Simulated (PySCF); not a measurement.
**Peak assignment**

Mapped SMILES: `[CH3:1][BH:2][CH2:3][BH:4][NH:5][CH3:6]` (H(Xn): hydrogen on atom n).

Computational details: PBE0-D3(BJ)/def2-SVP structure, B3LYP/pcJ-1 coupling constants (spin–dipole term only in couplings to heteroatoms), shieldings: GIAO B3LYP/pcSseg-2, in PySCF 2.14 (non-relativistic, a single conformation, fast rotation and ring inversion assumed for equivalent nuclei, no solvent).

Shifts are taken against calculated references (same method and geometry level): TMS for $^{13}$C and $^{1}$H.

Q: Assign these signals to the numbered atoms. $^{13}$C{$^{1}$H} NMR (computed): δ 42.6 (CH2), 38.6 (CH3), 16.1 (CH3).

A: 
42.6 → C3, sp3 CH2 bonded to 2 B
38.6 → C6, methyl carbon bonded to N: deshielded by the electronegative neighbour
16.1 → C1, methyl carbon bonded to B

Q: Assign these signals to the numbered atoms. $^{1}$H NMR (500 MHz, computed): δ 6.94 (br, 1H), 4.74 (br, 1H), 4.02 (br s, 1H), 2.95 (s, 3H), 2.10 (s, 2H), 0.95 (s, 3H).

A: 
| δ (ppm) | atoms | environment | reason |
| --- | --- | --- | --- |
| 6.94 | H(B2) | hydrogen on a boron bonded to 2 C | – |
| 4.74 | H(B4) | hydrogen on a boron bonded to C, N | – |
| 4.02 | H(N5) | hydrogen on a nitrogen bonded to C, B | labile proton, position sensitive to the medium |
| 2.95 | H(C6) | hydrogen on a methyl carbon bonded to N | its carbon carries N, an electronegative neighbour |
| 2.10 | H(C3) | hydrogen on an sp3 CH2 bonded to 2 B | – |
| 0.95 | H(C1) | hydrogen on a methyl carbon bonded to B | – |

Exchangeable OH/NH protons stand at their gas-phase positions; hydrogen bonding in a real sample shifts them, mostly to higher δ. Hydrogens on boron are broadened and split by $^{11}$B (spin 3/2, 80 %) and 10B (spin 3). A carbon bonded to boron is broadened by the quadrupolar boron nucleus and is often missing from a measured spectrum. Shifts are as computed. Against solution values, carbons near 30 ppm lie about +3 ppm off and those near 130 ppm about +8 ppm. Of 1313 compounds with measured shifts, 239 miss one by over three times the rms of a fit or turn the order of signals round; such compounds aren't used in these exercises. Couplings to exchangeable protons are dropped. Only one conformer was computed, so three-bond couplings in flexible chains and rings are approximate.
